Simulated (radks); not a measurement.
Values are calculated unless marked as measured or tabulated.
Problem. Valence configurations of B I (all share [He]). Level of theory: non-relativistic Kohn-Sham, PBE, spin-unpolarised, spherical densities, point nucleus (a radial shooting solver on a logarithmic mesh with Libxc functionals). Order these by energy: 2s2 2p1; 2s0.5 2p2.5; 2s1.5 2p1.5; 2s1 2p2; 2p3.

Solution. From the lowest, in eV above it: 2s2 2p1 0.000; 2s1.5 2p1.5 2.919; 2s1 2p2 5.844; 2s0.5 2p2.5 8.775; 2p3 11.708. NIST lists [He] 2s2 2p1 as the ground configuration; this level of theory agrees among the configurations tried. The energies are those of spherical spin-averaged densities, not of single terms.
